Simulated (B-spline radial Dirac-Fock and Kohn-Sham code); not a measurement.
**Two-hole binding energies of Sc²⁺**

System: scandium as Sc²⁺, [Ar] 3d1.

Model: Dirac-Fock (average of configuration) total-energy differences with a finite nucleus, the Breit interaction including its frequency dependence, and self-energy and vacuum-polarisation corrections. Program: a B-spline atomic structure program. U is the two-hole binding energy less the two single-hole energies, the effective repulsion of the holes after relaxation. Each two-hole energy is an average over J within one jj subconfiguration.

| holes | E(a) (eV) | E(b) (eV) | E(ab) (eV) | U (eV) |
| --- | --- | --- | --- | --- |
| 1s⁻¹ 2p1/2⁻¹ | 4517.7 | 432.4 | 5026.9 | 76.9 |
| 1s⁻¹ 2p3/2⁻¹ | 4517.7 | 427.9 | 5021.4 | 75.8 |
| 1s⁻¹ 3p1/2⁻¹ | 4517.7 | 56.56 | 4597.6 | 23.4 |
| 1s⁻¹ 3p3/2⁻¹ | 4517.7 | 56.06 | 4596.9 | 23.2 |
| 2p1/2⁻² | 432.4 | 432.4 | 923.8 | 59.0 |
| 2p3/2⁻² | 427.9 | 427.9 | 911.7 | 55.9 |
| 2s⁻¹ 3p1/2⁻¹ | 527.8 | 56.56 | 606.1 | 21.8 |
| 2s⁻¹ 3p3/2⁻¹ | 527.8 | 56.06 | 605.5 | 21.7 |
| 2p1/2⁻¹ 3s⁻¹ | 432.4 | 83.52 | 538.8 | 22.9 |
| 2p3/2⁻¹ 3s⁻¹ | 427.9 | 83.52 | 534.3 | 22.8 |
| 2p1/2⁻¹ 3p3/2⁻¹ | 432.4 | 56.06 | 510.5 | 22.0 |
| 2p3/2⁻¹ 3p1/2⁻¹ | 427.9 | 56.56 | 506.6 | 22.1 |
| 3p1/2⁻¹ 3p3/2⁻¹ | 56.56 | 56.06 | 130.1 | 17.5 |
| 3p3/2⁻² | 56.06 | 56.06 | ? | ? |

Q: Give the missing two-hole energy and U.

A: E(ab) = 129.9 eV and U = 17.8 eV.

Values without a named source are computed, but for edge energies of neutral atoms, which are taken from tables.
